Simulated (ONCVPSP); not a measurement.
Ranking ONCV potentials for chromium (Cr)

All share these settings but for the change named:

ONCVPSP 4.0.1 input, shortened (lines: element, Z, core and valence counts, functional; n l f; lmax; l rc ep ncon nbas qcut; lloc lpopt rc5 dvloc0; l nproj debl; icmod fcfact rcfact), PBE, scalar-relativistic:

```
  Cr 24.00    3    4        4      upf
    1    0    2.00
    2    0    2.00
    2    1    6.00
    3    0    2.00
    3    1    6.00
    3    2    5.00
    4    0    0.75
    2
    0    1.60    0.00    4    7    9.80
    1    1.45    0.00    3    7    8.70
    2    1.30    0.00    4    9   12.00
    4    5    1.10    0.00
    0    3    1.40
    1    1    2.20
    2    1    2.40
    3    4.00    1.45
```

Cutoff: the first of the cutoffs (Ha) at which the residual kinetic energy of the hardest occupied pseudo-wave falls to 1 and 0.1 mHa per electron; the density cutoff is not measured.

The base gives 53 Ha.

Of 10 variants that were run, those that failed, showed a ghost or another fault, or gave nearly equal values are left out.

A variant can come out equal or close to the base.

(1) Rank these variants from softest to hardest (loose cutoff).
A. s: qcut 7.9; p: qcut 7; d: qcut 9.7
B. s: qcut 10.7; p: qcut 9.5; d: qcut 13.1
C. s: qcut 9; p: qcut 8; d: qcut 11
D. s: qcut 12.3; p: qcut 11; d: qcut 15.1
E. s: qcut 6.5; p: qcut 5.8; d: qcut 8

## Answers

(1) A (43 Ha), C (49 Ha), B (58 Ha), D (66 Ha), E (123 Ha).
